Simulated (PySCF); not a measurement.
A species of formula CH5BClN has this rotational fingerprint, computed with PBE0-D3(BJ)/def2-SVP geometry optimisation, gas phase (PySCF):

| Item | Value |
| --- | --- |
| Rotational constants | A = 38555, B = 2387, C = 2280 MHz |
| Dipole components | \|μa\| = 2.71 D, \|μb\| = 0.97 D, \|μc\| = 0.00 D |
| Inertial defect | -3.20 u·Å² |
| κ | -0.99 |

**Question.** Which structure is it? (One computed conformer of each.)
A. `[CH3:1][NH:2][BH:3][Cl:4]` with C1–N2–B3–Cl4 180°
B. `CB(N)Cl`

**Answer.** A. It is CNBCl, a near-prolate asymmetric top, point group Cs. The candidates at the same level (rigid rotor, commonest isotopes):

```csv
SMILES,A (MHz),B (MHz),C (MHz),μa (D),μb (D),μc (D),Δ (u·Å²),point group,rotor
CB(N)Cl,8279,4495,2967,2.22,1.45,0.00,-3.13,Cs,asymmetric top
CNBCl,38555,2387,2280,2.71,0.97,0.00,-3.20,Cs,near-prolate asymmetric top
```

`CB(N)Cl` has B 88 % too high. In the right answer the mirror of this Cs structure is the ab plane, so μc vanishes by symmetry. No structure here is proved a minimum.
